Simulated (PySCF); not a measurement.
A species of formula C6H11B has this rotational fingerprint, computed with PBE0-D3(BJ)/def2-SVP geometry optimisation, gas phase (PySCF):

| Item | Value |
| --- | --- |
| Rotational constants | A = 5894, B = 1233, C = 1148 MHz |
| Dipole components | \|μa\| = 0.66 D, \|μb\| = 0.26 D, \|μc\| = 0.24 D |
| Inertial defect | -55.39 u·Å² |
| κ | -0.96 |

Task: Which structure is it? (One computed conformer of each.)
A. `[BH2:1][C@:2]12[CH2:3][CH2:4][C@H:5]1[CH2:6][CH2:7]2` with H–B1–C2–C3 171° and -4°
B. `[BH2:1]/[C:2](=[CH:3]\[CH3:4])[C:5](=[CH2:6])[CH3:7]` with B1–C2–C5–C6 5°
C. `[CH2:1]=[CH:2][CH2:3][BH:4][CH:5]1[CH2:6][CH2:7]1` with C1–C2–C3–B4 -110°, C2–C3–B4–C5 2°, C3–B4–C5–C6 147°
D. `[CH2:1]=[CH:2][C@@H:3]1[BH:4][CH2:5][CH2:6][CH2:7]1` with C1–C2–C3–B4 -107°, C2–C3–B4–C5 -146°, C3–B4–C5–C6 -10°, B4–C5–C6–C7 29°, C5–C6–C7–C3 -39°

Result: C. It is C=CCBC1CC1, a near-prolate asymmetric top, point group C1. The candidates at the same level (rigid rotor, commonest isotopes):

```csv
SMILES,A (MHz),B (MHz),C (MHz),μa (D),μb (D),μc (D),Δ (u·Å²),point group,rotor
B/C(=C\C)C(=C)C,4277,1859,1318,0.73,1.66,0.00,-6.56,–,asymmetric top
C=CCBC1CC1,5894,1233,1148,0.66,0.26,0.24,-55.39,C1,near-prolate asymmetric top
B[C@]12CC[C@H]1CC2,3714,3082,2663,0.00,2.01,0.23,-110.26,Cs,asymmetric top
C=C[C@@H]1BCCC1,6278,1639,1412,0.78,0.31,0.05,-31.02,C1,near-prolate asymmetric top
```

`C=C[C@@H]1BCCC1` has B 33 % too high; `B[C@]12CC[C@H]1CC2` has B 150 % too high; `B/C(=C\C)C(=C)C` has B 51 % too high. No structure here is proved a minimum.
